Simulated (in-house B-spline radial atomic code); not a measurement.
**Binding energies in the iodine ion I²⁺**

NIST's tabulated ground configuration is [Kr] 4d10 5s2 5p3; each binding energy is the energy of the ion with one electron taken from that subshell, relaxed, less that of the parent. Level of theory: Dirac-Hartree-Fock, average of configuration, Fermi nucleus of rms radius 4.75 fm; calculated with an all-electron radial atomic-structure program (B-spline basis). Energies include first-order Breit, QED and recoil terms.

```json
{"subshell": "2s", "X-ray name": "L1", "binding energy (eV)": "5225.6", "-ε (eV)": "5273.2", "relaxation (eV)": "35.4"}
{"subshell": "3s", "X-ray name": "M1", "binding energy (eV)": "1106.3", "-ε (eV)": "1123.3", "relaxation (eV)": "15.0"}
{"subshell": "3d3/2", "X-ray name": "M4", "binding energy (eV)": "661.8", "-ε (eV)": "678.8", "relaxation (eV)": "16.6"}
{"subshell": "3d5/2", "X-ray name": "M5", "binding energy (eV)": "650.3", "-ε (eV)": "666.8", "relaxation (eV)": "16.4"}
{"subshell": "4s", "X-ray name": "N1", "binding energy (eV)": "226.5", "-ε (eV)": "231.5", "relaxation (eV)": "4.7"}
{"subshell": "4d3/2", "X-ray name": "N4", "binding energy (eV)": "80.35", "-ε (eV)": "84.03", "relaxation (eV)": "3.69"}
{"subshell": "4d5/2", "X-ray name": "N5", "binding energy (eV)": "78.65", "-ε (eV)": "82.20", "relaxation (eV)": "3.60"}
{"subshell": "5s", "X-ray name": "O1", "binding energy (eV)": "40.82", "-ε (eV)": "41.40", "relaxation (eV)": "0.54"}
{"subshell": "5p", "X-ray name": "O2,3", "binding energy (eV)": "28.53", "-ε (eV)": "28.93", "relaxation (eV)": "0.38"}
```

Relaxation = -ε minus the binding energy without Breit, QED and recoil terms.

Problem. What does it cost to remove both a 3s and a 4d3/2 electron?

Solution. 1210.1 eV, which is 23.45 eV more than the two single binding energies together.

Problem. What does it cost to remove both a 4s and a 4d5/2 electron?

Solution. 325.58 eV, which is 20.47 eV more than the two single binding energies together.

Problem. What does it cost to remove both a 2s and a 3d3/2 electron?

Solution. 5952.7 eV, which is 65.34 eV more than the two single binding energies together.
